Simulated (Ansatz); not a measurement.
`[OH][GeH]([Cl])[GeH3]` + H₂ → `[Cl][GeH2][GeH3]` + H₂O at 298.15 K and 1 bar (hydrogenolysis of a Ge–O bond).

Gas-phase electronic energies from Ansatz, PBE0-D4/def2-TZVP geometries. CBS: MP2 limit from def2 TZ/QZ plus the TZ coupled-cluster correction, frozen cores. This one scheme is used for every species. For Ge outer-core shells are correlated without core-valence functions, which leaves a few kJ/mol of doubt a bond. Scalar relativity is left out up to krypton. One conformer a species, not always the lowest.

| species | CCSD(T)/CBS energy (Eh) | H − E (kJ/mol) | S (J/(mol·K)) |
| --- | --- | --- | --- |
| `[OH][GeH]([Cl])[GeH3]` | -4690.25241 | 145.9 | 380.9 |
| H₂ | -1.17544 | 35.1 | 130.4 |
| `[Cl][GeH2][GeH3]` | -4615.04400 | 125.7 | 349.9 |
| H₂O | -76.37941 | 66.4 | 188.7 |

H − E and S are ideal-gas, rigid-rotor, harmonic terms from PBE0-D4/def2-TZVP, for one conformer and one mirror image of each species. For small species the MP2-based limit differs from directly extrapolated CCSD(T) by up to some mEh (0.8 for H₂); such offsets cancel only in part. 1 Eh = 2625.50 kJ/mol, R = 8.31446 J/(mol·K).

Task: By hand: ΔE, ΔH, ΔS and ΔG.

Result: ΔE = (-4615.04400) + (-76.37941) − (-4690.25241) − (-1.17544) = 0.00444 Eh = 11.7 kJ/mol. Δ(H − E) = 125.7 + 66.4 − 145.9 − 35.1 = 11.1, so ΔH = 22.8 kJ/mol. ΔS = 349.9 + 188.7 − 380.9 − 130.4 = 27.3 J/(mol·K). ΔG = 22.8 − 298.15 × (27.3)/1000 = 14.7 kJ/mol.

Task: By hand: the equilibrium constant, and the temperature at which ΔG would vanish if ΔH and ΔS stayed fixed.

Result: log₁₀ K = −ΔG/(RT ln 10) = -2.6. ΔG = 0 at ΔH/ΔS = 835 K.

TΔS isn't small against ΔH here. A doubt of 5 kJ/mol in ΔE shifts log₁₀ K by 0.9 here. Other conformers and mirror images would add mixing entropy, several J/(mol·K) or more a flexible species. These are equilibria of isolated gas molecules and say nothing of rates. Largest T1 diagnostic: 0.012 (customary marks: 0.02 for closed shells, 0.045 for open ones).
